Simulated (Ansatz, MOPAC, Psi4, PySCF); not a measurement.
Lewis adduct: GaH3 (SMILES [GaH3]) (first 4 atoms) with C2H6O (SMILES COC); geometry from B3LYP-D3(BJ)/def2-TZVP, rigid monomers moved along the line of their centres of mass till Ga1···O6 is 3.89 Å.
(charge 0, multiplicity 1):
| atom | x (Å) | y (Å) | z (Å) |
|---|---|---|---|
| Ga | 0.7169 | 0.2403 | 0.9854 |
| H | 1.9781 | -0.6968 | 1.1198 |
| H | -0.6087 | -0.3757 | 0.3769 |
| H | 0.9005 | 1.8057 | 0.9343 |
| C | -1.6649 | 0.8149 | 4.9969 |
| O | -0.5847 | -0.0491 | 4.6351 |
| C | -0.7288 | -1.3725 | 5.1567 |
| H | -1.7346 | 0.8759 | 6.0849 |
| H | -2.6062 | 0.4432 | 4.5832 |
| H | -1.4407 | 1.7939 | 4.5827 |
| H | -0.7894 | -1.3307 | 6.2462 |
| H | 0.1528 | -1.9307 | 4.8540 |
| H | -1.6263 | -1.8472 | 4.7512 |

```
level                            interaction energy (kcal/mol)  cost
-------------------------------  -----------------------------  ----
AM1                                                      -1.99     -
PM7                                                      -1.29     -
HF/6-31G*                                                -2.80     -
PBE/def2-TZVPPD                                          -2.49    ×1
PBE-D4/def2-TZVPPD                                       -3.26    ×1
r2SCAN/def2-TZVPPD                                       -2.66    ×1
r2SCAN-D4/def2-TZVPPD                                    -3.02    ×1
B3LYP/3-21G (no counterpoise)                            -5.97     -
B3LYP-D3(BJ)/def2-TZVPPD                                 -3.10    ×2
PBE0-D3(BJ)/def2-TZVPPD                                  -3.13    ×1
PBE0-D4/def2-TZVPPD                                      -3.29    ×1
M06-2X/6-31G* (no counterpoise)                          -3.85     -
CCSD(T)/aug-cc-pVDZ                                      -3.08   ×10
SAPT0/aug-cc-pVDZ                                        -3.29     -
```

The rows run from -5.97 (B3LYP/3-21G (no counterpoise)) to -1.29 kcal/mol (PM7). The dispersion term adds -0.77 in PBE-D4, -0.36 in r2SCAN-D4.

Interaction energies are E(AB) − E(A) − E(B) at the monomers' geometry in the complex; basis-set methods are counterpoise corrected. Rows marked so take none.

Cores are frozen in the correlated methods. Filled d and f shells under p-block atoms count as core. Rows in 3-21G, 6-31G* carry no dispersion term and start afresh at each structure (6-31G* with six Cartesian d functions); the Pople sets are all-electron and without relativity. The state that AM1, PM7 reach isn't checked; PM7 holds dispersion and hydrogen-bond terms.

Programs: Ansatz (Gaussian orbitals); MOPAC for AM1, PM7 (differences of heats of formation); Psi4 for SAPT; PySCF for 3-21G rows, 6-31G* rows, the dispersion terms. Each number belongs to the level named beside it.

Costs are rough ratios of core time to PBE/def2-TZVPPD (about 19 s over the structures, on one shared machine); a dash marks a level with no comparable run of its own.

Ansatz is a quantum-chemistry and plane-wave program.
